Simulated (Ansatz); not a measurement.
A structure drawn as `CC(Cl)[SiH2]Cl`, with this starting geometry:

Cartesian coordinates in Å:
```
C 0.6530 0.4327 -1.2084
C -0.3897 0.5207 -0.1312
Cl -1.9501 0.4160 -0.9589
Si -0.4160 -0.8195 1.2207
Cl 1.3704 -0.6270 2.2923
H 0.6033 1.2688 -1.8973
H 0.6741 -0.5000 -1.7160
H 1.6709 0.5505 -0.6924
H -0.3848 1.5481 0.3539
H -1.4940 -0.6468 2.1411
H -0.3371 -2.1434 0.5962
```

Total charge 0; spin multiplicity 1.

Does it keep its bonds when Ansatz relaxes it at PBE-D4/def2-SVP and then PBE0-D4/def2-TZVP?

Yes, every drawn bond is still there and no new one forms.

Give the relaxed structure. (Best estimate.)

Computed: 
Z-matrix (Å, degrees):
```
C
C 1 1.511
H 1 1.093 2 109.4
H 1 1.092 2 111.1 3 -119.7
H 1 1.092 2 111.2 3 119.6
Cl 2 1.805 1 110.9 3 179.6
Si 2 1.879 1 115.6 3 -64.0
H 2 1.092 1 111.0 3 62.7
Cl 7 2.062 2 108.9 1 60.3
H 7 1.478 2 110.4 1 178.8
H 7 1.480 2 109.3 1 -57.7
```
All modes are real.

Atoms count as bonded under 1.1 times the sum of their covalent radii (H–H under 0.85 Å, pairs among N, O and F under 1.55 Å), and a drawn bond as lost past 1.3 times.
